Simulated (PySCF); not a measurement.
## Two-component Hartree-Fock for Be (beryllium, neutral)

Start: [He] 2s2. Calculated with PySCF 2.14 in an uncontracted even-tempered set (20 s from 0.019 bohr⁻², ratio 2.4; 12 p from 0.025 bohr⁻², ratio 2.4; 6 d from 0.17 bohr⁻², ratio 2.6; 6 f from 0.26 bohr⁻², ratio 2.6): generalised Hartree-Fock with the X2C-1e Hamiltonian and a Gaussian nucleus; one run each with spin-orbit coupling (SO) switched off, then screened by Boettger's factors.

| spinor shell | electrons | ε, spin-free (eV) | ε, screened SO (eV) | weight of nominal j (screened SO) | rms radius, screened SO (bohr) |
| --- | --- | --- | --- | --- | --- |
| 1s1/2 | 2 | -128.80 | -128.80 | 1.000 | 0.483 |
| 2s1/2 | 2 | -8.417 | -8.417 | 1.000 | 2.90 |

```
   quantity  spin-free  screened SO
E (hartree)  -14.57553    -14.57553
        M_J          0            0
       ⟨J²⟩      0.000        0.000
       ⟨L²⟩      0.000        0.000
       ⟨S²⟩      0.000        0.000
```

Without spin-orbit coupling the j labels of p, d and f shells carry no meaning; the spin-free column gives the mean over the occupied spinors of each nl shell.
